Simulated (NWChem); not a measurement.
Species: C₃H₄BNO; SMILES B1(O)C=CN=C1

```xyz
10

O      0.0259    -2.1444     0.0000
B      0.0294    -0.7933     0.0000
C      1.2609     0.1667     0.0000
C      0.7133     1.3930     0.0000
N     -0.7565     1.4580     0.0000
C     -1.2056     0.2522     0.0000
H     -0.8680    -2.5192     0.0000
H      2.3280    -0.0211     0.0000
H      1.2188     2.3549     0.0000
H     -2.2884     0.1043     0.0000
```
Atoms are numbered in this order, from 1.

Program: NWChem. Pople sets run with spherical d functions. The geometry was optimised at B3LYP/6-31G* (spherical d). Atomic charges in e: unrestrained fits to the electrostatic potential beside Mulliken populations; buried atoms are poorly determined by the fit.

Problem. Predict the results for Hartree-Fock/6-31G*. Quantities: ESP O1; Mulliken O1; ESP B2; Mulliken B2; ESP C3; Mulliken C3; ESP C4; Mulliken C4; ESP N5; Mulliken N5; relative RMS misfit of the potential (%).

Solution. 
```
Property                                  Value
----------------------------------------  -----
ESP O1                                    -0.69
Mulliken O1                               -0.71
ESP B2                                     0.73
Mulliken B2                                0.69
ESP C3                                    -0.55
Mulliken C3                               -0.45
ESP C4                                     0.28
Mulliken C4                                0.02
ESP N5                                    -0.47
Mulliken N5                               -0.45
relative RMS misfit of the potential (%)     27
```
